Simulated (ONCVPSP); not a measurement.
Scattering properties, ONCV potential for Sn (Z = 50)

```json
{"Element": "tin", "Generator": "ONCVPSP 4.0.1", "Type": "optimised norm-conserving Vanderbilt (ONCV)", "Functional": "PBE", "Relativity": "scalar-relativistic", "Frozen core": "[Kr]", "Valence charge": "14", "Reference configuration": "4d10 5s1.5 5p2.5", "Partial waves": "5s: rc 2.05 bohr, ncon 4, nbas 8, qcut 2.8 1/bohr, 3 projectors, debl 0.8 Ha; 5p: rc 2.55 bohr, ncon 4, nbas 8, qcut 3.4 1/bohr, 2 projectors, debl 1.2 Ha; 4d: rc 1.55 bohr, ncon 4, nbas 9, qcut 8.3 1/bohr, 2 projectors, debl 3.3 Ha", "Local potential": "polynomial inside 1.25 bohr (lpopt 5, dvloc0 0 Ha)", "Core correction": "polynomial model core, fcfact 0.4"}
```

The phase is arctan(r·R′/R) of the radial function R(r), unwrapped; energies in Ha, scanned from -2 to 5 Ha. A pole is an energy at which the radial function vanishes at the test radius. The pseudo phase is shifted by a multiple of π to meet the all-electron one at the reference energy, and phase errors are pseudo minus all-electron; the curves can meet again beyond the range given. Levels narrower than the energy grid can be missing from the lists of poles. Where the grid stepped over a known ghost or core level, its pole and its step of π were put in at the level’s energy.

| channel | radius (bohr) | reference energy (Ha) | poles, all-electron | poles, pseudo | unbroken range about the reference energy with phases within 0.05 rad | phase error 1 Ha above the reference energy (rad) |
| --- | --- | --- | --- | --- | --- | --- |
| s | 2.08 | -0.40 | 1.47 | -0.54, 1.47 | above -0.5 | +0.000 |
| p | 2.60 | -0.15 | 0.92 | 0.92 | below 2.5 | -0.001 |
| d | 1.57 | -0.98 | -0.24 | -0.24 | the whole range | +0.000 |

Note: ghosts flagged at negative energy: s at -1026.5 eV, s at -14.8 eV; GHOST(+) flagged for p at 24.2 eV. A true bound ghost makes a file unfit for plane-wave use.

Phases in the s channel:

| E (Ha) | all-electron | pseudo |
| --- | --- | --- |
| -1.98 | 1.104 | 4.244 |
| -1.80 | 1.046 | 4.187 |
| -1.62 | 0.969 | 4.109 |
| -1.44 | 0.861 | 4.001 |
| -1.26 | 0.703 | 3.844 |
| -1.08 | 0.467 | 3.608 |
| -0.90 | 0.127 | 3.268 |
| -0.72 | -0.283 | 2.858 |
| -0.54 | -0.651 | -0.651 |
| -0.36 | -0.915 | -0.915 |
| -0.18 | -1.092 | -1.092 |
| 0.00 | -1.213 | -1.213 |
| 0.18 | -1.299 | -1.299 |
| 0.36 | -1.364 | -1.364 |
| 0.54 | -1.414 | -1.414 |
| 0.72 | -1.455 | -1.455 |
| 0.90 | -1.489 | -1.489 |
| 1.08 | -1.518 | -1.518 |
| 1.26 | -1.544 | -1.544 |
| 1.44 | -1.567 | -1.567 |
| 1.62 | -1.589 | -1.589 |
| 1.80 | -1.610 | -1.610 |
| 1.98 | -1.631 | -1.631 |
| 2.16 | -1.651 | -1.651 |
| 2.34 | -1.673 | -1.673 |
| 2.52 | -1.696 | -1.696 |
| 2.70 | -1.721 | -1.721 |
| 2.88 | -1.750 | -1.750 |
| 3.06 | -1.783 | -1.783 |
| 3.24 | -1.824 | -1.823 |
| 3.42 | -1.875 | -1.875 |
| 3.60 | -1.943 | -1.942 |
| 3.78 | -2.038 | -2.038 |
| 3.96 | -2.182 | -2.182 |
| 4.14 | -2.412 | -2.417 |
| 4.32 | -2.786 | -2.804 |
| 4.50 | -3.290 | -3.324 |
| 4.68 | -3.734 | -3.772 |
| 4.86 | -4.019 | -4.054 |
